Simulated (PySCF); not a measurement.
A calculated (UHF, PySCF 2.14, aug-cc-pVDZ, the non-relativistic Hamiltonian (point nucleus)) atom or ion has these occupied shells.

| shell | electrons | orbital energy (eV) | rms radius, mean of both spins (bohr) |
| --- | --- | --- | --- |
| 1s α | 1 | -5499.9 | 0.0776 |
| 1s β | 1 | -5499.9 | 0.0776 |
| 2s α | 1 | -666.94 | 0.335 |
| 2s β | 1 | -665.19 | 0.335 |
| 2p α | 3 | -562.22 | 0.304 |
| 2p β | 3 | -560.47 | 0.304 |
| 3s α | 1 | -105.82 | 1.03 |
| 3s β | 1 | -99.961 | 1.03 |
| 3p α | 3 | -75.006 | 1.11 |
| 3p β | 3 | -67.811 | 1.11 |
| 3d α | 3 | -30.546 | 1.43 |

(1) Name the element and its charge.

Answers

(1) V²⁺ (vanadium, charge +2), in [Ar] 3d3, high-spin 4F determinant.
